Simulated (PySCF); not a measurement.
A structure optimised at PBE0-D3(BJ)/def2-TZVP, used in a PySCF frequency run:

```xyz
4

Pb     0.0000    -1.4364    -0.0102
Pb     0.0000     1.4364    -0.0102
H      1.1866     0.0000     0.8353
H     -1.1866     0.0000     0.8353
```

Q: Write its SMILES, formula and point group.

A: [PbH]#[PbH], H₂Pb₂, C2v

Q: What are its rotational constants (standard atomic weights)?

A: 118.28, 0.59006, 0.58910 GHz
